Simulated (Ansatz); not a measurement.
Computed with Ansatz on PBE0-D4/def2-TZVP structures; ΔE is electronic, products minus reactants. CBS: MP2 limit from def2 TZ/QZ plus the TZ coupled-cluster correction, frozen cores. This one scheme is used for every species. DFT in def2-TZVPP. B3LYP here is the variant with VWN-RPA as its local correlation; programs differ in this. For Ge outer-core shells are correlated without core-valence functions, which leaves a few kJ/mol of doubt a bond. Scalar relativity is left out up to krypton. Each species was taken in one conformer, which may not be the lowest.

Reaction (hydrogenolysis of a Ge–O bond): `C[O][Ge][Cl]` + H₂ → `[Cl][GeH]` + CH₃OH

`C[O][Ge][Cl]`:

Z-matrix (Å, degrees):
```
C
O 1 1.410
H 1 1.093 2 109.0
H 1 1.093 2 112.0 3 -120.9
H 1 1.093 2 109.0 3 118.3
Ge 2 1.762 1 132.6 3 120.9
Cl 6 2.215 2 101.4 1 0.0
```

H₂:

Z-matrix (Å, degrees):
```
H
H 1 0.746
```

`[Cl][GeH]`:

```xyz
3

Cl   -1.086    1.015   -0.542
Ge    0.160   -0.770   -0.381
H     0.926   -0.245    0.923
```

CH₃OH:

Cartesian coordinates in Å:
```
C -0.180 -0.306 -0.029
O 0.180 1.022 -0.335
H -0.985 -0.584 -0.711
H -0.552 -0.412 0.997
H 0.649 -1.009 -0.177
H 0.887 1.289 0.255
```

Problem. Is it downhill or uphill in electronic energy at CCSD(T)/CBS, and by how much? (Estimate.)

Solution. Computed: Uphill: ΔE = +1.05 eV.

Problem. What do these levels give: B2PLYP, B3LYP, MP2/def2-SVP, HF/def2-QZVPP, MP2/def2-QZVPP, MP2/CBS(def2)? (Best estimate.)

Solution. Computed: B2PLYP 1.06, B3LYP 0.97, MP2/def2-SVP 1.11, HF/def2-QZVPP 0.71, MP2/def2-QZVPP 1.17, MP2/CBS(def2) 1.19 eV.

Largest T1 diagnostic among the species: 0.015.

From BLYP to BHLYP (50 % exact exchange), in def2-TZVPP and without D4, ΔE moves by −0.16 eV. The D4 term adds +0.11 eV with B3LYP and +0.06 eV with PBE0; it sums over pairs of atoms, weighted by their polarisabilities, and B3LYP, whose exchange is more repulsive, gets the larger term.
